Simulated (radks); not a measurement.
The numbers below are computed, except where a source is named.
Valence configurations of the palladium ion Pd3+ (all share [Kr]). Level of theory: scalar-relativistic Kohn-Sham, LDA (Slater exchange, Perdew-Wang correlation), spin-polarised, spherical densities, finite nucleus; open shells are filled with parallel spins first (spin-orbit coupling, left out, can overturn this in heavy ions); Fermi nuclear charge, rms radius 4.5318 fm (a radial shooting solver on a logarithmic mesh with Libxc functionals). Energies are relative to 4d7; eigenvalues in eV for spin up.

valence,E (eV),moment (Bohr magnetons),e(4d),e(5p),e(5s)
4d7,0.000,3,-42.815,-,-
4d6 5s1,9.692,5,-47.440,-,-33.844
4d6 5p1,17.743,5,-48.510,-26.489,-
4d5.5 5s1 5p0.5,19.056,6,-50.303,-27.028,-35.294
4d5 5s2,22.986,5,-52.049,-,-35.465
4d6.5 5p0.5,8.652,4,-45.669,-25.217,-
4d5 5p2,37.474,7,-54.192,-28.732,-
4d6.5 5s0.5,4.731,4,-45.125,-,-32.668

NIST lists [Kr] 4d7 as the ground configuration; this level of theory agrees among the configurations tried. The energies are those of spherical high-spin densities, not of single terms.
